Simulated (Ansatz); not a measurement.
```yaml
atoms:
  - { symbol: C, position_ang: [0.0000, 0.0000, 0.7342] }
  - { symbol: C, position_ang: [0.0000, 0.0000, -0.7342] }
  - { symbol: F, position_ang: [0.0000, 0.0000, 2.0189] }
  - { symbol: F, position_ang: [0.0000, 0.0000, -2.0189] }
```

Basis set: pcseg-2 (spherical functions). Charge 0, multiplicity 1.

Computed with Ansatz (development build ahead of 0.2.0); each method stands on the lowest determinant of its kind that the runs found.

(1) Give the atomization energy at this shape (free ground-state atoms in the same class of orbitals less the molecule, no zero-point energy) of singlet C2F2 by UHF, RHF.

## Answers

(1)

| method | atomization energy |
| --- | --- |
| UHF | 7.19 eV |
| RHF | 6.89 eV |

Caution for UHF: the unrestricted determinant is a mixture of spin states. Caution for RHF: an unrestricted determinant lies well below.

The shape needn't be a minimum at these levels.
